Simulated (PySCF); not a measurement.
C₅H₇F, SMILES C1[C@H](C)C(=C1)F. Coordinates come from a B3LYP-D3(BJ)/def2-SVP optimisation. The structure was generated by enumeration; whether it is a known compound was not checked.

Question: Give the equilibrium geometry at B3LYP-D3(BJ)/def2-SVP (PySCF confirms it by a frequency run) as a Z-matrix. (Estimate from the structure and the level; the computed values follow.)

Answer: 
```
C
H 1 1.1046
C 1 1.5062 2 113.03
F 3 1.3282 1 128.62 2 -69.21
C 3 1.3379 4 133.77 1 179.53
H 5 1.0900 3 134.92 4 1.16
C 1 1.5228 2 110.48 3 -134.50
H 7 1.1017 1 111.00 2 -57.83
H 7 1.1017 8 107.84 1 -121.72
H 7 1.1022 8 108.23 9 -116.44
C 5 1.5247 6 133.60 3 -179.17
H 11 1.1026 5 115.86 6 63.26
H 11 1.1026 12 109.10 5 132.36
```
Charge 0, spin multiplicity 1.
